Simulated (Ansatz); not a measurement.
`[OH][Ga]([SH])[O][SiH3]` + `N1[SiH2]P1` → `[SiH3]N1[SiH2]P1` + `[OH][Ga]([OH])[SH]`  (ligand exchange at the Si–O bond)

Gas-phase electronic energies from Ansatz, PBE0-D4/def2-TZVP geometries. CCSD(T)/CBS is the MP2 limit (def2-TZVPP, def2-QZVPP) plus CCSD(T) − MP2 in def2-TZVPP, frozen cores. Functionals use def2-TZVPP. For Ga outer-core shells are correlated without core-valence functions, which leaves a few kJ/mol of doubt a bond. Scalar relativity is left out up to krypton. Each species was taken in one conformer, which may not be the lowest.

`[OH][Ga]([SH])[O][SiH3]`:

```xyz
10

O    -1.810   -0.109   -1.546
Ga   -0.076    0.201   -1.336
S     1.179    0.723   -3.030
O     0.652    0.085    0.284
Si    0.137   -0.262    1.792
H    -2.259   -0.330   -0.726
H     2.267    0.812   -2.245
H     0.853   -1.455    2.315
H    -1.329   -0.555    1.797
H     0.385    0.891    2.696
```

`N1[SiH2]P1`:

```xyz
7

N    -0.377   -0.371   -0.931
Si    0.292    0.803    0.117
P    -1.269   -0.665    0.575
H     0.011   -1.100   -1.507
H     1.655    0.599    0.661
H     0.020    2.219   -0.214
H    -0.331   -1.484    1.300
```

`[SiH3]N1[SiH2]P1`:

Cartesian coordinates in Å:
```
Si -0.614 -1.192 0.961
N 0.018 -0.163 -0.256
Si 1.205 0.961 -0.754
P -0.749 0.617 -1.664
H -1.420 -2.271 0.332
H 0.525 -1.776 1.716
H -1.492 -0.456 1.913
H 2.441 0.418 -1.359
H 1.461 2.130 0.119
H -1.376 1.732 -1.010
```

`[OH][Ga]([OH])[SH]`:

```xyz
7

O     1.180   -0.418    1.382
Ga    0.041   -0.016    0.075
O     0.669   -0.099   -1.584
S    -2.041    0.560    0.399
H     0.814   -0.364    2.267
H     1.593   -0.361   -1.617
H    -2.255    0.698   -0.921
```

```tsv
species	B2PLYP energy (Eh)
`[OH][Ga]([SH])[O][SiH3]`	-2765.52283
`N1[SiH2]P1`	-687.73934
`[SiH3]N1[SiH2]P1`	-978.34741
`[OH][Ga]([OH])[SH]`	-2474.90410
```

(1) Work out ΔE.

Largest T1 diagnostic among the species: 0.015.

Results:

(1) ΔE = (-978.34741) + (-2474.90410) − (-2765.52283) − (-687.73934) = 0.01066 Eh = +6.7 kcal/mol. CCSD(T)/CBS gives +6.3 kcal/mol.

The D4 term adds −0.9 kcal/mol with B3LYP and −0.5 kcal/mol with PBE0; it sums over pairs of atoms, weighted by their polarisabilities, and B3LYP, whose exchange is more repulsive, gets the larger term. In def2-TZVPP, CCSD(T) changes the Hartree–Fock value by −2.1 kcal/mol (the triples alone add −0.3 kcal/mol) and MP2 by −2.9 kcal/mol.

B3LYP here is the variant with VWN-RPA as its local correlation; programs differ in this.
